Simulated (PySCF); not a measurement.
A GIAO shielding run with PySCF 2.14.0 with density-fitted response routines (density fitting, non-relativistic, gas phase) on SMILES C=C(CCC)S[SiH3], C$_{5}$H$_{12}$SSi:

```
$ OMP_NUM_THREADS=1 python probes_run.py task.json out

{"job": {"kind": "nmr", "xc": "PBE0", "basis": "pcSseg-1"}, "charge": 0, "multiplicity": 1}
C      1.147681     0.155992    -1.729718
C      0.648841    -0.351538    -0.613120
C     -0.766813    -0.826229    -0.479669
C     -1.618408     0.196005     0.279873
C     -3.058953    -0.273715     0.428123
S      1.564292    -0.525310     0.898036
Si     3.336244     0.664330     0.675083
H      2.161884     0.504029    -1.820579
H      0.534533     0.232625    -2.612071
H     -1.189837    -0.991282    -1.472617
H     -0.779728    -1.771840     0.066192
H     -1.180291     0.355208     1.266739
H     -1.594315     1.147651    -0.256075
H     -3.512215    -0.432781    -0.547978
H     -3.100538    -1.209294     0.981291
H     -3.646569     0.468068     0.963574
H      2.936393     1.998231     0.246495
H      3.875554     0.633389     2.023262
H      4.232442     0.035710    -0.289140
```

Hardware: 1 thread of an Arm Neoverse N1, shared host. The job also computes population analyses, field gradients.

Problem. How large is the calculation?

Solution. 72 electrons, 193 basis functions and 1045 auxiliary functions.

Problem. How long does it take, and how much memory does it need?

Solution. 60 s of wall time, with 14 SCF cycles and 5 response iterations; peak memory 0.79 GiB. Times on a shared host scatter by some tens of per cent.
